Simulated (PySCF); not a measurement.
**Te²⁺ (tellurium, charge +2) across methods**

[Kr] 4d10 5s1 5p3, high-spin 5S determinant (an excited configuration). All numbers are calculated (PySCF 2.14, scalar relativity through the core potential, in aug-cc-pVQZ-PP with ECP28MDF). The B2PLYP total includes its PT2 part (frozen core); its orbital energies are those of the SCF part.

```csv
method,E (hartree),mean ε 4d β (eV),mean ε 5s α (eV),mean ε 5p α (eV),Σ⟨r²⟩ (bohr²),⟨S²⟩
r2SCAN,-266.8087,-62.159,-35.807,-24.692,38.77,6.003
r2SCAN0,-266.7912,-65.149,-37.748,-25.890,38.79,6.002
LDA,-266.2550,-61.307,-35.040,-24.269,38.99,6.001
r2SCANh,-266.8017,-63.355,-36.584,-25.172,38.78,6.003
PBE0,-266.7071,-64.530,-37.073,-25.543,38.90,6.001
B2PLYP,-266.4328,-67.707,-39.051,-26.609,39.02,6.001
LC-wPBE,-266.7325,-66.814,-40.674,-28.383,38.85,6.002
PBE,-266.6705,-61.287,-34.866,-24.188,38.94,6.001
```

(1) Estimate the same row for UHF.

Energies and moments cover only the electrons outside the core potential.

Results:

(1) E (hartree) = -265.85125; mean ε 4d β (eV) = -73.012; mean ε 5s α (eV) = -42.824; mean ε 5p α (eV) = -28.945; Σ⟨r²⟩ (bohr²) = 39.21; ⟨S²⟩ = 6.003.
